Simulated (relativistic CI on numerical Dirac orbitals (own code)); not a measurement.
Method of calculation: Dirac-Coulomb-Breit CI, separate exchange-only KLI orbitals for each configuration, QED by a radiative potential, unscaled Slater integrals (own radial code, finite nucleus).

The strongest absorption lines from the ground level of an ion, among the configurations computed and to levels below about 450 eV (vacuum wavelength in nm, gf): 6.1084 (0.21), 6.4916 (0.42), 11.560 (5.6), 14.481 (0.27), 16.790 (0.0011).

Which ion is it?
A. Xe XIX
B. Sn XV
C. Te XVII
D. Cd XIII

C. Te XVII has 36 electrons and the ground level 4s2 4p6 1S_0; the strongest line goes to 4s2 4p5 4d 1P°_1. The pattern of lines fixes the number of electrons, and along that sequence the line energies rise steadily with the charge (about as its square where n changes within one kind of shell, about linearly where n is kept but much faster in heavy ions where fine structure, which grows about as Z⁴, sets the gap, and irregularly where shells cross), which fixes Z. Configurations outside the model, such as inner-shell arrays, can give stronger lines. At this charge energies of transitions that change n are usually good to better than 1 %, and those within a shell (Δn = 0) to a few per cent.

LS names give the leading component of a level, which can be under half, so a name can repeat, a term be missing and a line seem to break the LS rules.
